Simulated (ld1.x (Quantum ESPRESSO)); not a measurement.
# Logarithmic derivatives: silicon, ultrasoft

```
Element                 : Si (Z = 14)
Generator               : ld1.x (Quantum ESPRESSO) 7.5
Type                    : ultrasoft
Functional              : LDA (PZ)
Relativity              : scalar-relativistic
Frozen core             : [Ne]
Valence charge          : 4
Reference configuration : 3s2 3p1 (charge +1)
Partial waves           : 3s (bound): rcut 1.25, rcutus 1.60 bohr; 3s channel at 0.6 Ry: rcut 1.25, rcutus 1.60 bohr; 3p (bound): rcut 1.30, rcutus 1.60 bohr; 3p channel at 0.05 Ry: rcut 1.30, rcutus 1.60 bohr
Local potential         : all-electron potential smoothed inside 1.45 bohr (lloc = -2)
Core correction         : Bessel-smoothed model core inside 1.45 bohr
Augmentation charge     : PSQ, radius 1.20 bohr
```

The phase is arctan(r·u′/u) with u = r·R(r), unwrapped; energies in Ry, scanned from -3 to 5 Ry. A pole is an energy at which the radial function vanishes at the test radius. The pseudo phase is shifted by a multiple of π to meet the all-electron one at the reference energy, and phase errors are pseudo minus all-electron; the curves can meet again beyond the range given. Levels narrower than the energy grid can be missing from the lists of poles.

Question: For each channel, where are the poles, and over which energies does the pseudopotential scatter like the atom?

Answer:

| channel | radius (bohr) | reference energy (Ry) | poles, all-electron | poles, pseudo | unbroken range about the reference energy with phases within 0.05 rad | phase error 1 Ry above the reference energy (rad) |
| --- | --- | --- | --- | --- | --- | --- |
| s | 1.74 | -1.40 | 3.36 | 3.30 | the whole range | -0.000 |
| p | 1.74 | -0.86 | 4.21 | 3.72 | below 4.1 | -0.000 |

Phases in the p channel:

```
E (Ry)  all-electron  pseudo
 -3.00         1.128   1.127
 -2.76         1.098   1.097
 -2.52         1.063   1.062
 -2.28         1.021   1.020
 -2.04         0.970   0.970
 -1.80         0.907   0.907
 -1.56         0.827   0.827
 -1.32         0.725   0.725
 -1.08         0.592   0.592
 -0.84         0.419   0.419
 -0.60         0.199   0.199
 -0.36        -0.060  -0.060
 -0.12        -0.330  -0.330
  0.12        -0.576  -0.576
  0.36        -0.778  -0.778
  0.60        -0.936  -0.936
  0.84        -1.057  -1.057
  1.08        -1.150  -1.151
  1.32        -1.224  -1.226
  1.56        -1.283  -1.285
  1.80        -1.331  -1.335
  2.04        -1.371  -1.376
  2.28        -1.406  -1.412
  2.52        -1.435  -1.443
  2.76        -1.461  -1.471
  3.00        -1.484  -1.497
  3.24        -1.504  -1.522
  3.48        -1.522  -1.546
  3.72        -1.539  -1.571
  3.96        -1.555  -1.598
  4.20        -1.570  -1.630
  4.44        -1.584  -1.670
  4.68        -1.597  -1.730
  4.92        -1.610  -1.840
```
